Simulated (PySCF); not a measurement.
Ge2H6Te, SMILES [Te]([GeH3])[GeH3]. Atoms are numbered in the order given.

```xyz
9

Te    -0.0787    -0.0131     1.0462
Ge     0.3989    -1.8273    -0.7363
H      0.6959    -3.1319     0.0264
H     -0.8305    -2.0118    -1.6489
H      1.6155    -1.4230    -1.5938
Ge    -0.4801     1.7885    -0.7675
H     -0.8186     3.0961    -0.0274
H      0.7899     1.9741    -1.6228
H     -1.6532     1.3729    -1.6785
```
Charge 0, spin multiplicity 1.

Geometry: B3LYP-D3(BJ)/def2-SVP. The structure was generated by enumeration, and PubChem lists no compound with its InChIKey, so it may never have been made. The def2 effective core potentials stand for the cores of Te; spin–orbit coupling is left out.

All values below come from PySCF with TDA-M06-2X/def2-SVPD.

Vertical excitations. Gas-phase values at a fixed geometry.

```csv
state,energy (eV),λ (nm),f,main pairs
S1,4.05,306,0.000,HOMO→LUMO 93 %
S2,4.57,271,0.021,HOMO→LUMO+1 93 %
S3,5.61,221,0.001,"HOMO→LUMO+3 51 %, HOMO→LUMO+2 34 %, HOMO→LUMO+5 9 %"
S4,5.79,214,0.023,"HOMO→LUMO+2 60 %, HOMO→LUMO+3 35 %"
S5,5.97,208,0.018,"HOMO−1→LUMO 55 %, HOMO→LUMO+7 39 %"
S6,6.36,195,0.062,"HOMO−1→LUMO+1 60 %, HOMO−2→LUMO 32 %"
S7,6.41,193,0.000,HOMO→LUMO+6 92 %
S8,6.44,193,0.018,HOMO→LUMO+5 87 %
S9,6.48,191,0.119,"HOMO→LUMO+4 79 %, HOMO−2→LUMO 15 %"
S10,6.52,190,0.001,"HOMO−2→LUMO+1 41 %, HOMO→LUMO+7 38 %, HOMO−1→LUMO 16 %"
T1,3.76,330,0,HOMO→LUMO 91 %
T2,4.13,300,0,HOMO→LUMO+1 91 %
T3,5.07,244,0,HOMO−1→LUMO 75 %
T4,5.23,237,0,"HOMO−2→LUMO 53 %, HOMO−1→LUMO+1 30 %"
```
Triplets are in the Tamm–Dancoff approximation.
